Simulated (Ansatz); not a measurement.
Relaxation of AlH6N3 (10 atoms, charge 0, multiplicity 1), to a largest force component of 0.02 eV/Å in at most 50 steps.

Level of theory: RHF/def2-mTZVP in Ansatz.

```xyz
10
Properties=species:S:1:pos:R:3
N -1.508 0.170 -1.024
Al -0.068 -0.202 0.080
N 0.332 -2.019 0.453
N 1.076 1.219 0.806
H -1.187 0.777 -1.849
H -0.979 0.875 0.697
H 1.262 -2.008 1.048
H 0.646 -2.455 -0.450
H 0.360 1.841 1.395
H 1.354 1.772 0.025
```

Task: Where does it end, and by what steps?

Result: It converged. After 15 steps the energy has fallen by 7.772 eV; H6 moved furthest, 1.70 Å. Parted: Al2–H6 (1.54 → 2.48 Å). Joined: N1–H6 (1.93 → 1.00 Å).

| step | energy less start (eV) | largest force component (eV/Å) | accepted |
| --- | --- | --- | --- |
| 0 | 0.0000 | 3.523 | yes |
| 1 | -1.7885 | 2.993 | yes |
| 2 | -3.3383 | 4.252 | yes |
| 3 | -4.9794 | 4.664 | yes |
| 4 | -6.1686 | 1.433 | yes |
| 5 | -6.5408 | 0.985 | yes |
| 6 | -6.8865 | 0.990 | yes |
| 7 | -7.1100 | 0.964 | yes |
| 8 | -7.2583 | 0.623 | yes |
| 9 | -7.3799 | 0.519 | yes |
| 10 | -7.5071 | 0.575 | yes |
| 11 | -7.6253 | 0.538 | yes |
| 12 | -7.7137 | 0.338 | yes |
| 13 | -7.7664 | 0.132 | yes |
| 14 | -7.7715 | 0.061 | yes |
| 15 | -7.7718 | 0.002 | yes |

```xyz
10
Properties=species:S:1:pos:R:3
N -1.408 0.380 -0.676
Al 0.129 -0.003 0.118
N 0.754 -1.660 0.086
N 1.040 1.271 0.945
H -1.993 -0.278 -1.145
H -1.823 1.285 -0.724
H 1.597 -1.966 0.523
H 0.319 -2.431 -0.372
H 0.754 2.223 1.031
H 1.921 1.148 1.397
```

Whether the end is a true minimum wasn't checked by a vibrational analysis.

Time of the run: 7.4 s on 2 threads of AMD EPYC 9R45 96-Core Processor (Zen 5), on a shared host, peak memory 0.19 GiB.
